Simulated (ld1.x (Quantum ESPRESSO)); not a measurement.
Varying the PAW potential for terbium (Tb)

Base potential:

ld1.x (Quantum ESPRESSO) 7.5 input, shortened:

```
&input
   title='Tb', zed=65., rel=1, dft='PBE', iswitch=3,
   config='[Xe] 4f8 5d1 6s2 6p0'
 /
 &inputp
   pseudotype=3, lpaw=.true., tm=.true., lloc=-1, rcloc=1.00,
   nlcc=.true., new_core_ps=.true., rcore=0.95,
   which_augfun='PSQ', rmatch_augfun=0.80
 /
8
5S  1  0   2.00   0.00  2.25  2.60  0.0
6S  2  0   2.00   0.00  2.25  2.60  0.0
5P  2  1   6.00   0.00  2.00  2.40  0.0
6P  3  1   0.00   0.00  2.00  2.40  0.0
5D  3  2   1.00   0.00  1.90  2.30  0.0
5D  3  2   0.00   5.20  1.90  2.30  0.0
4F  4  3   8.00   0.00  0.90  1.10  0.0
4F  4  3   0.00   0.35  0.90  1.10  0.0
 &test
   configts(1)='4f8 5s2 5p6 5d1 6s2 6p0'
 /
```

All-electron outer shells of the reference configuration (PBE, scalar-relativistic, ld1.x):

```tsv
shell	level (eV)	outermost node (bohr)	outermost maximum (bohr)
4p	-287.57	0.28	0.53
4d	-153.88	0.26	0.55
5s	-51.27	0.64	1.18
5p	-27.89	0.69	1.33
4f	-8.97	–	0.55
6s	-4.19	1.57	3.32
5d	-2.42	0.77	1.94
6p	-1.33	1.89	4.54
```

Cutoffs, loose and tight: the cutoffs (Ry, on a coarse ladder) from which the occupation-weighted sum of valence levels, in a spherical-Bessel basis at the reference potential, stays within 10 and 1 mRy of its value at 400 Ry. They do not see the model core or the augmentation charge, which bear on the density cutoff. Test errors are all-electron minus pseudo excitation energies from the reference, over the configurations 4f9 5s2 5p6 5d0 6s2 6p0; 4f9 5s2 5p6 5d0 6s1 6p0; 4f9 5s2 5p6 5d0 6s0 6p0; 4f9 5s2 5p5 5d0 6s2 6p0; 4f9 5s2 5p6 5d0 6s1 6p1; 4f9 5s2 5p6 5d0.5 6s1.5 6p0; 4f9 5s2 5p6 5d0 6s0 6p2. A dash means not determined; rows that change the core or the reference have their own tests. The largest error is taken over the tests solved by every variant that gives reliable tests at all: 4f9 5s2 5p5 5d0 6s2 6p0; 4f9 5s2 5p6 5d0 6s0 6p0; 4f9 5s2 5p6 5d0 6s0 6p2; 4f9 5s2 5p6 5d0 6s1 6p0; 4f9 5s2 5p6 5d0 6s1 6p1; 4f9 5s2 5p6 5d0.5 6s1.5 6p0.

Cutoffs are not given where the Bessel-basis levels miss the radial ones by over 6 mRy, ghosts where they miss by over 20 mRy; a channel whose overlap is not positive is not tested.

A file whose overlap is not positive is unfit for use, and its test errors describe a broken file.

```tsv
change	outcome	bound ghosts	largest test error (meV)
base	generated, overlap not positive	not determined (overlap not positive)	-497
waves 4f (bound): rcut 0.72, rcutus 0.76 bohr; 4f channel at 0.35 Ry: rcut 0.72, rcutus 0.76 bohr	generated, overlap not positive	not determined (overlap not positive)	-504
waves 4f (bound): rcut 0.84, rcutus 0.90 bohr; 4f channel at 0.35 Ry: rcut 0.84, rcutus 0.90 bohr	generated, overlap not positive	not determined (overlap not positive)	-688
waves 4f (bound): rcut 0.90, rcutus 1.04 bohr; 4f channel at 0.35 Ry: rcut 0.90, rcutus 1.04 bohr	generated, overlap not positive	not determined (overlap not positive)	-492
waves 4f (bound): rcut 0.90, rcutus 1.26 bohr; 4f channel at 0.35 Ry: rcut 0.90, rcutus 1.26 bohr	generated, overlap not positive	not determined (overlap not positive)	-514
waves 4f (bound): rcut 0.90, rcutus 1.44 bohr; 4f channel at 0.35 Ry: rcut 0.90, rcutus 1.44 bohr	generated, overlap not positive	not determined (overlap not positive)	-557
waves 4f (bound): rcut 0.90, rcutus 1.60 bohr; 4f channel at 0.35 Ry: rcut 0.90, rcutus 1.60 bohr	generated, overlap not positive	not determined (overlap not positive)	test run stopped at test 1 of 7 (negative rho)
```
